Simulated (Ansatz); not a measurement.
```
atom    x (Å)    y (Å)    z (Å)
   H   0.0106   0.0430  -0.3573
   H  -0.0281  -0.0006   0.3391
```

Basis set: aug-cc-pVDZ (spherical functions). All electrons are correlated. Charge 0, multiplicity 1.

Computed with Ansatz (development build ahead of 0.2.0); each method stands on the lowest determinant of its kind that the runs found. Restricted open shells among the atoms or ions are ROHF, correlated in semicanonical orbitals with singles.

Problem. Give the atomization energy at this shape (free ground-state atoms in the same class of orbitals less the molecule, no zero-point energy) of singlet H2 by RHF-MP2, RHF.

Solution.

```csv
method,atomization energy
RHF-MP2,97.35 kcal/mol
RHF,80.48 kcal/mol
```
